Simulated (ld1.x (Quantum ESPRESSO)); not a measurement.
Before and after: TM potential for Rb (Z = 37)

Rb, norm-conserving Troullier–Martins (Kleinman–Bylander form), made with ld1.x (Quantum ESPRESSO) 7.5 (PBE, scalar-relativistic). Core [Kr], reference 5s1 5p0. Waves: 5s (bound): rc 2.95 bohr; 5p (bound, empty): rc 4.05 bohr; 4d channel at 0.3 Ry: rc 3.95 bohr. Local part: all-electron potential smoothed inside 2.90 bohr (lloc = -1). Core correction: Bessel-smoothed model core, default radius (core density twice the valence density).

Change: all radii but the core radius scaled by about 0.82 (s 2.42, p 3.32, d 3.24 bohr); local potential all-electron potential smoothed inside 2.38 bohr (lloc = -1).

Cutoffs: the cutoffs (Ry, on a coarse ladder) from which the occupation-weighted sum of valence levels, in a spherical-Bessel basis at the reference potential, stays within 10 and 1 mRy of its value at 400 Ry; they do not see the model core or the augmentation charge, which bear on the density cutoff. Errors are all-electron minus pseudo energies relative to the spin-unpolarised reference configuration.

Q: What does the change do?

A: The potential gets harder (8 Ry and 8 Ry → 18 Ry and 35 Ry); the bound ghosts move from s to p, s; the number of tests that count goes from 2 to 1. A smaller radius makes the pseudo-wave follow the all-electron one further in, where it bends more sharply, so more plane waves are needed.

| quantity | base | changed |
| --- | --- | --- |
| cutoff, loose | 8 Ry | 18 Ry |
| cutoff, tight | 8 Ry | 35 Ry |
| bound ghosts | s | s, p |
| tests counted (converged, no solver errors) | 2 of 2 | 1 of 2 |
| error for 5s0.5 5p0, meV [ΔE 1.58 eV] | -5.0 | -3.1 |

Changed file: Tests not counted: 5s0 5p1 (solver errors, printed error -1.3 eV). A true bound ghost makes a file unfit for plane-wave use even where its test errors are small: the radial tests pick states by their node count and pass the ghost by. Where a test does run into it, the solver fails or the error is huge.
